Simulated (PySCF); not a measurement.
HGa (SMILES [GaH]), singlet, at a GFN2-xTB geometry (such geometries of metal compounds can be far from the true shape).

The PySCF input:
```python
from pyscf import gto, scf, dft

mol = gto.Mole()
mol.atom = '''
    Ga   -0.00000000   -0.00000000   -0.05952365
    H     0.00000000    0.00000000    1.84523317
'''
mol.basis = '6-31g**'
mol.verbose = 3
mol.build()

mf = dft.RKS(mol)
mf.xc = 'b3lyp5'
mf.kernel()
```

### Question
What does this run give for the Mulliken (on the basis functions themselves) charges in atom order, number of basis functions, HOMO energy, dipole moment, total energy, nuclear repulsion energy?

### Answer

The Mulliken (on the basis functions themselves) charges in atom order is Ga1 0.15, H2 -0.15, the number of basis functions is 37 and the HOMO energy is -5.72 eV. The dipole moment is 1.04 D and the total energy comes out as -1925.063824 Ha. The nuclear repulsion energy is 8.6124 Eh.
